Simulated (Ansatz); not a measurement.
Basis-set series for C$_{2}$H$_{5}$NSi, SMILES `N=C=C[SiH3]`. Charge 0, multiplicity 1. The geometry is a stationary point of PBE0-D4/def2-TZVP. It is one conformer, not always the lowest.

```
functional       basis  functions  energy (Eh)  HOMO (eV)  LUMO (eV)
   PBE0-D4  def2-TZVPP        205   -423.19804      -7.07      -0.19
   PBE0-D4  def2-QZVPP        391   -423.21524      -7.09      -0.27
   ωB97M-V  def2-TZVPP        205   -423.39707      -9.22       1.93
   ωB97M-V  def2-QZVPP        391   -423.41289      -9.25       1.45
```

Task: Give the rows for def2-SVP. (Estimate.)

Result: Computed: 
```tsv
functional	basis	functions	energy (Eh)	HOMO (eV)	LUMO (eV)
PBE0-D4	def2-SVP	85	-422.94468	-6.94	0.00
ωB97M-V	def2-SVP	85	-423.13568	-9.05	2.27
```

Positive LUMOs are unbound and depend on the basis.
